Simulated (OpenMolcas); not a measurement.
Mg⁺: CASPT2 settings compared

| Property | Result |
| --- | --- |
| Program | OpenMolcas 26.06 |
| Basis | ANO-RCC-VDZ [4s3p] |
| Scalar Hamiltonian | DKH2, point nucleus |
| Active space | 1 electron in 4 orbitals (3s 3p) |
| State averaging | 2S+1 = 2 even, 1 root; 2S+1 = 2 odd, 3 roots |
| Spin-orbit coupling | state interaction with AMFI integrals over the reference wave functions, term energies averaged over their components |

Methods on the same reference wave functions:
A. CASSCF
B. SS-CASPT2, IPEA 0.75 Eh, sigma1 regulariser 0.2 Eh (closed shells correlated: 2s 2p)
C. SS-CASPT2, IPEA 0.6 Eh, imaginary shift 0.5 Eh (closed shells correlated: 2s 2p)

Energies in cm-1 above 3s 2S 1/2, the measured ground level; measured values from NIST Handbook of Basic Atomic Spectroscopic Data.

| Level | A | B | C | Measured |
| --- | --- | --- | --- | --- |
| 3s 2S 1/2 | 0.0 | 0.0 | 0.0 | 0.0 |
| 3p 2P* 1/2 | 34966 | 34870 | 34870 | 35669 |
| 3p 2P* 3/2 | 35025 | 34929 | 34930 | 35761 |

Deviations, from unrounded energies. A percentage is the sum of absolute deviations over the sum of measured energies, with the sign that they share, or ± where signs differ.

| Against measurement | Levels | A | B | C |
| --- | --- | --- | --- | --- |
| mean absolute deviation (cm-1) | 2 | 720 | 820 | 820 |
| other configurations (%) | 2 | -2.0 | -2.3 | -2.3 |

A lies closest to measurement on these levels and B furthest from it. The largest miss of A in the table is 3p 2P* 3/2, by -740 cm-1. The ranking rests on the paired levels alone, and a cruder setting can come out closer through cancelling errors.

Between B and C no level of the table moves by more than 5 cm-1.

The lowest spin-free term lies below A's lowest term by 0.080 hartree in B, 0.080 hartree in C.

ANO sets are built for ground and valence states and can reach diffuse excited orbitals poorly. With one active electron the reference holds no correlation, so core polarisation is missing (holds for A). With one active electron, CASPT2 adds the correlation within the correlated inactive shells and between them and that electron, and leaves the splitting within a term as the reference gives it (holds for B; C). Computed and measured levels are paired by configuration, term and J; levels that our copy of the source lacks, or whose pairing is in doubt (as where it misses far off the trend of its configuration), stay unpaired and out of the deviations. Levels of configurations outside the active space are missing.

* marks odd parity.
